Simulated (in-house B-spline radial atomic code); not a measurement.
Successive ionisation energies of cadmium; each step leads to the configuration of the next row (after the last: [Ne] 3s2 3p3). NIST's values go from ground level to ground level; the uncertainty of those that are theory runs from under 0.1 % in few-electron ions to several per cent in heavy many-electron ones. Computed with a B-spline radial code for spherical atoms: non-relativistic Hartree-Fock, average of the configuration, point nuclei.

This level leaves out relativity, spin-orbit splitting included, which matters for heavy ions.

| ion | configuration | ionisation energy (eV) | tabulated value (eV) | tabulated kind | computed minus tabulated (eV) | highest orbital | largest mean radius (bohr) |
| --- | --- | --- | --- | --- | --- | --- | --- |
| Cd13+ | [Ar] 3d10 4s2 4p5 | 330.7 | 329 | tabulated theory | 1.7 | 4p | 0.85766 |
| Cd14+ | [Ar] 3d10 4s2 4p4 | 357.2 | 358 | tabulated theory | -0.8 | 4p | 0.84649 |
| Cd15+ | [Ar] 3d10 4s2 4p3 | 384.1 | 385 | tabulated theory | -0.9 | 4p | 0.83572 |
| Cd16+ | [Ar] 3d10 4s2 4p2 | 411.6 | 421 | tabulated theory | -9.4 | 4p | 0.82534 |
| Cd17+ | [Ar] 3d10 4s2 4p1 | ? | ? | semi-empirical | ? | ? | ? |
| Cd18+ | [Ar] 3d10 4s2 | 501.1 | 513 | tabulated theory | -11.9 | 4s | 0.79087 |
| Cd19+ | [Ar] 3d10 4s1 | 531.9 | 546.19 | semi-empirical | -14.3 | 4s | 0.78205 |
| Cd20+ | [Ar] 3d10 | 969.0 | 963 | tabulated theory | 6.0 | 3d | 0.36411 |
| Cd21+ | [Ar] 3d9 | 1036.3 | 1026 | tabulated theory | 10.3 | 3d | 0.36115 |
| Cd22+ | [Ar] 3d8 | ? | ? | tabulated theory | ? | ? | ? |
| Cd23+ | [Ar] 3d7 | 1175.6 | 1167 | tabulated theory | 8.6 | 3d | 0.35528 |
| Cd24+ | [Ar] 3d6 | 1247.6 | 1237 | tabulated theory | 10.6 | 3d | 0.35238 |
| Cd25+ | [Ar] 3d5 | 1321.2 | 1320 | tabulated theory | 1.2 | 3d | 0.3495 |
| Cd26+ | [Ar] 3d4 | 1396.4 | 1401 | tabulated theory | -4.6 | 3d | 0.34664 |
| Cd27+ | [Ar] 3d3 | 1473.0 | 1477 | tabulated theory | -4.0 | 3d | 0.34382 |
| Cd28+ | [Ar] 3d2 | ? | ? | tabulated theory | ? | ? | ? |
| Cd29+ | [Ar] 3d1 | 1631.0 | 1635 | tabulated theory | -4.0 | 3d | 0.33825 |
| Cd30+ | [Ne] 3s2 3p6 | 1846.4 | 1852 | semi-empirical | -5.6 | 3p | 0.33551 |
| Cd31+ | [Ne] 3s2 3p5 | 1917.6 | 1917.9 | semi-empirical | -0.3 | 3p | 0.33344 |
| Cd32+ | [Ne] 3s2 3p4 | 1989.7 | 1998 | semi-empirical | -8.3 | 3p | 0.33139 |

**Question.** Fill in the row of Cd17+.

**Answer.** ionisation energy (eV): 439.6; tabulated value (eV): 452.6; computed minus tabulated (eV): -13.0; highest orbital: 4p; largest mean radius (bohr): 0.8153.

**Question.** Fill in the row of Cd22+.

**Answer.** ionisation energy (eV): 1105.2; tabulated value (eV): 1095; computed minus tabulated (eV): 10.2; highest orbital: 3d; largest mean radius (bohr): 0.35821.

**Question.** Fill in the row of Cd28+.

**Answer.** ionisation energy (eV): 1551.3; tabulated value (eV): 1558; computed minus tabulated (eV): -6.7; highest orbital: 3d; largest mean radius (bohr): 0.34102.

**Question.** Where is the largest jump?

**Answer.** From Cd19+ to Cd20+, by a factor of 1.82 (531.91 to 969.04 eV); the highest orbital goes from 4s to 3d.

**Question.** How far is this level of theory from the measured and semi-empirical values?

**Answer.** Over those 5 rows the differences run from -14.3 to -0.264 eV (mean absolute value 8.3 eV). The calculation leaves out relativity, correlation and, in open shells, the multiplet splittings that an average leaves out.
